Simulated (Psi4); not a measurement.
C2H6N, charge -1, singlet, geometry from GFN2-xTB (a gas-phase anion, which may not be bound at this level); MP2/6-311G** (Psi4).

Input for Psi4:
```
memory 2 GB

molecule {
-1 1
C     1.34206891   -0.30342750   -0.00661096
C     0.14876589    0.55092354   -0.00453656
N    -1.30721820   -0.07433856    0.00884616
H     1.32777328   -0.97632740    0.89192972
H     1.31633528   -0.98796197   -0.89606266
H     0.10851373    1.19267402   -0.89918986
H     0.11990906    1.20426517    0.88213160
H    -1.32833243   -0.69336521    0.82186557
H    -1.33868028   -0.70389088   -0.79571234
}

set {
  basis 6-311g**
  freeze_core true
}

energy('mp2')
print_variables()
```

It wrote (shortened):

```
    SCF Algorithm Type (re)set to DF.

   => Loading Basis Set <=

    Name: 6-311G**
    Role: ORBITAL
    Keyword: BASIS

         ---------------------------------------------------------
                                   SCF
               by Justin Turney, Rob Parrish, Andy Simmonett
                          and Daniel G. A. Smith
                              RHF Reference
         ---------------------------------------------------------

  ==> Geometry <==

    Molecular point group: c1
    Full point group: C1

    Geometry (in Angstrom), charge = -1, multiplicity = 1:

       Center              X                  Y                   Z               Mass
    ------------   -----------------  -----------------  -----------------  -----------------
         C            1.346789197181    -0.325148935918    -0.006499814798    12.000000000000
         C            0.153486177181     0.529202104082    -0.004425414798    12.000000000000
         N           -1.302497912819    -0.096059995918     0.008957305202    14.003074004430
         H            1.332493567181    -0.998048835918     0.892040865202     1.007825032230
         H            1.321055567181    -1.009683405918    -0.895951514798     1.007825032230
         H            0.113234017181     1.170952584082    -0.899078714798     1.007825032230
         H            0.124629347181     1.182543734082     0.882242745202     1.007825032230
         H           -1.323612142819    -0.715086645918     0.821976715202     1.007825032230
         H           -1.333959992819    -0.725612315918    -0.795601194798     1.007825032230

  Running in c1 symmetry.

  Rotational constants: A =      1.12803  B =      0.29224  C =      0.26518 [cm^-1]
  Rotational constants: A =  33817.34156  B =   8761.28069  C =   7949.96667 [MHz]
  Nuclear repulsion =   74.542813780633708

  Charge       = -1
  Multiplicity = 1
  Electrons    = 26
  Nalpha       = 13
  Nbeta        = 13

  ==> Algorithm <==

  SCF Algorithm Type is DF.
  DIIS enabled.
  MOM disabled.
  Fractional occupation disabled.
  Guess Type is SAD.
  Energy threshold   = 1.00e-08
  Density threshold  = 1.00e-08
  Integral threshold = 1.00e-12

  ==> Primary Basis <==

  Basis Set: 6-311G**
    Blend: 6-311G**
    Number of shells: 48
    Number of basis functions: 90
    Number of Cartesian functions: 93
    Spherical Harmonics?: true
    Max angular momentum: 2

   => Loading Basis Set <=

    Name: (6-311G** AUX)
    Role: JKFIT
    Keyword: DF_BASIS_SCF

  ==> Integral Setup <==

  SCF_SUBTYPE=INCORE selected. In-core MEM_DF algorithm will be used.
  Using in-core AOs.

  ==> MemDFJK: Density-Fitted J/K Matrices <==

    J tasked:                   Yes
    K tasked:                   Yes
    wK tasked:                   No
    Algorithm:                 Core
    Schwarz Cutoff:           1E-12
    Mask sparsity (%):       0.1728
    Fitting Condition:        1E-10

   => Auxiliary Basis Set <=

  Basis Set: (6-311G** AUX)
    Blend: CC-PVTZ-JKFIT
    Number of shells: 135
    Number of basis functions: 417
    Number of Cartesian functions: 498
    Spherical Harmonics?: true
    Max angular momentum: 4

  Minimum eigenvalue in the overlap matrix is 3.5236211426E-03.
  Reciprocal condition number of the overlap matrix is 5.4588970930E-04.
    Using symmetric orthogonalization.

  ==> Pre-Iterations <==

  SCF Guess: Superposition of Atomic Densities via on-the-fly atomic UHF (no occupation information).

   -------------------------
    Irrep   Nso     Nmo
   -------------------------
     A         90      90
   -------------------------
    Total      90      90
   -------------------------

  ==> Iterations <==

                           Total Energy        Delta E     RMS |[F,P]|

   @DF-RHF iter SAD:  -132.73928710859769   -1.32739e+02   0.00000e+00
   @DF-RHF iter   1:  -133.37320850524691   -6.33921e-01   6.71279e-03 ADIIS/DIIS
   @DF-RHF iter   2:  -133.53407808776959   -1.60870e-01   3.63488e-03 ADIIS/DIIS
   @DF-RHF iter   3:  -133.58566436517174   -5.15863e-02   4.22949e-04 ADIIS/DIIS
   @DF-RHF iter   4:  -133.58731550322108   -1.65114e-03   1.05489e-04 ADIIS/DIIS
   @DF-RHF iter   5:  -133.58739249155087   -7.69883e-05   3.13546e-05 DIIS
   @DF-RHF iter   6:  -133.58740207385046   -9.58230e-06   1.02843e-05 DIIS
   @DF-RHF iter   7:  -133.58740337580488   -1.30195e-06   3.52493e-06 DIIS
   @DF-RHF iter   8:  -133.58740352810773   -1.52303e-07   1.29979e-06 DIIS
   @DF-RHF iter   9:  -133.58740354923464   -2.11269e-08   3.44449e-07 DIIS
   @DF-RHF iter  10:  -133.58740355120375   -1.96911e-09   8.77240e-08 DIIS
   @DF-RHF iter  11:  -133.58740355134111   -1.37362e-10   2.32540e-08 DIIS
   @DF-RHF iter  12:  -133.58740355135043   -9.32232e-12   5.28459e-09 DIIS
  Energy and wave function converged.

  ==> Post-Iterations <==

    Orbital Energies [Eh]
    ---------------------

    Doubly Occupied:

[...]
      13A     -0.025550

    Virtual:

[...]
    Final Occupation by Irrep:
              A
    DOCC [    13 ]
    NA   [    13 ]
    NB   [    13 ]

  @DF-RHF Final Energy:  -133.58740355135043

   => Energetics <=

    Nuclear Repulsion Energy =             74.5428137806337077
    One-Electron Energy =                -333.6039640867431331
    Two-Electron Energy =                 125.4737467547589915
    Total Energy =                       -133.5874035513504339

Computation Completed

Properties will be evaluated at   0.000000,   0.000000,   0.000000 [a0]

Properties computed using the SCF density matrix

 Multipole Moments:

 ------------------------------------------------------------------------------------
     Multipole            Electronic (a.u.)      Nuclear  (a.u.)        Total (a.u.)
 ------------------------------------------------------------------------------------

 L = 1.  Multiply by 2.5417464519 to convert [e a0] to [Debye]
 Dipole X            :         -1.7491513            0.2230013           -1.5261499
 Dipole Y            :          0.9511438           -1.0261890           -0.0750452
 Dipole Z            :          0.0050004            0.0052509            0.0102513
 Magnitude           :                                                    1.5280283

 ------------------------------------------------------------------------------------

  //>>>>>>>>>>>>>>>>>>>>>>>>>>>>>>>>>>>//
  //               DFMP2               //
  //<<<<<<<<<<<<<<<<<<<<<<<<<<<<<<<<<<<//

   => Loading Basis Set <=

    Name: (6-311G** AUX)
    Role: RIFIT
    Keyword: DF_BASIS_MP2

	 --------------------------------------------------------
	                          DF-MP2
	      2nd-Order Density-Fitted Moller-Plesset Theory

	        Rob Parrish, Justin Turney, Andy Simmonett,
	           Ed Hohenstein, and C. David Sherrill
	 --------------------------------------------------------

   => Auxiliary Basis Set <=

  Basis Set: (6-311G** AUX)
    Blend: CC-PVTZ-RI
    Number of shells: 129
    Number of basis functions: 423
    Number of Cartesian functions: 513
    Spherical Harmonics?: true
    Max angular momentum: 4

	 --------------------------------------------------------
	                 NBF =    90, NAUX =   423
	 --------------------------------------------------------
	   CLASS    FOCC     OCC    AOCC    AVIR     VIR    FVIR
	   PAIRS       3      13      10      77      77       0
	 --------------------------------------------------------

	-----------------------------------------------------------
	 ==================> DF-MP2 Energies <====================
	-----------------------------------------------------------
	 Reference Energy          =    -133.5874035513504339 [Eh]
	 Singles Energy            =      -0.0000000000000000 [Eh]
	 Same-Spin Energy          =      -0.1206279336498031 [Eh]
	 Opposite-Spin Energy      =      -0.3885450333634819 [Eh]
	 Correlation Energy        =      -0.5091729670132850 [Eh]
	 Total Energy              =    -134.0965765183637188 [Eh]
	-----------------------------------------------------------
	 ================> DF-SCS-MP2 Energies <==================
	-----------------------------------------------------------
	 SCS Same-Spin Scale       =       0.3333333333333333 [-]
	 SCS Opposite-Spin Scale   =       1.2000000000000000 [-]
	 SCS Same-Spin Energy      =      -0.0402093112166010 [Eh]
	 SCS Opposite-Spin Energy  =      -0.4662540400361783 [Eh]
	 SCS Correlation Energy    =      -0.5064633512527793 [Eh]
	 SCS Total Energy          =    -134.0938669026032244 [Eh]
	-----------------------------------------------------------

  Variable Map:
  ----------------------------------------------------------------------------
[...]
  Array Variable Map:
  ----------------------------------------------------------------------------
[...]
[...]
```
